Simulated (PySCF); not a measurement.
Two structures of BSiH$_{6}$OF, singlet, reached by relaxing down either side of one saddle point (PBE0-D4/def2-TZVP). Energies are electronic, without zero-point energy. Computed with PySCF 2.14 with density fitting (its default auxiliary sets; JK sets also for MP2 and CCSD(T)) (basis: def2-TZVPP and def2-QZVPP); correlated methods freeze the cores. Extrapolation: Hartree–Fock as exp(−7.88 √X), correlation as X^−2.97. First:

B1  (-1.443, 0.191, -0.009)
F2  (-1.835, -0.894, -0.758)
H3  (-2.165, 0.464, 0.916)
H4  (-0.989, 1.120, -0.656)
H5  (-0.112, -1.243, 1.051)
O6  (-0.027, -0.343, 0.721)
Si7  (1.364, 0.091, -0.158)
H8  (2.449, -0.732, 0.432)
H9  (1.183, -0.226, -1.588)
H10  (1.585, 1.527, 0.089)
(Å)

Second:

| atom | x (Å) | y (Å) | z (Å) |
| --- | --- | --- | --- |
| B1 | -0.9863 | 1.0998 | 0.2553 |
| F2 | -1.3999 | -2.3084 | 0.9229 |
| H3 | -2.0755 | 1.0205 | 0.7387 |
| H4 | -0.5110 | 2.1397 | -0.1129 |
| H5 | -1.0283 | -1.4910 | 0.6572 |
| O6 | -0.2663 | -0.0444 | 0.1227 |
| Si7 | 1.2822 | -0.1783 | -0.5261 |
| H8 | 1.6223 | -1.6144 | -0.4706 |
| H9 | 1.2565 | 0.3181 | -1.9210 |
| H10 | 2.2113 | 0.6296 | 0.2964 |

Task: Which bonds change from the first to the second?

Result: SiH₄O ([OH][SiH3]) + BH₂F ([BH2][F]) → BSiH₅O ([BH2][O][SiH3]) + HF; bonds formed: F2–H5; dative contacts that become bonds: B1–O6; bonds broken: B1–F2, H5–O6.

Task: Give the saddle point's structure and its height above each. (An estimate is asked for; the value comes from the calculation.)

Result: The calculation gives: 0.911 eV above the first and 0.818 eV above the second (CCSD(T) at an estimated basis limit (MP2 extrapolated from triple and quadruple zeta, plus CCSD(T) − MP2 in triple zeta)).
```
10
angstrom
B -1.3586 0.1745 -0.0538
F -1.6546 -1.4340 -0.0955
H -2.1451 0.6554 0.7045
H -1.2814 0.5597 -1.1870
H -0.6571 -1.2897 0.3478
O -0.0399 -0.1883 0.5748
Si 1.4650 0.2837 0.0330
H 2.4579 -0.4241 0.8725
H 1.6312 -0.0878 -1.3940
H 1.5826 1.7506 0.1977
```

T1 diagnostic: at most 0.012. The end structure is not quite a true minimum (one mode of 52i cm⁻¹).

The step is the kind of ligand exchange by which a precursor binds to a hydroxyl group, or is hydrolysed, in atomic layer deposition of oxides.

Labels in which every atom is bracketed show which atoms are joined, not bond orders.

For scale, one of the runs: CCSD(T)/def2-TZVPP, 219 basis functions, launched by `OMP_NUM_THREADS=4 python run.py`. Time: 12 min of wall clock on 4 CPU threads of an Arm Neoverse V1; the host was shared. Peak host memory: 3.5 GiB.
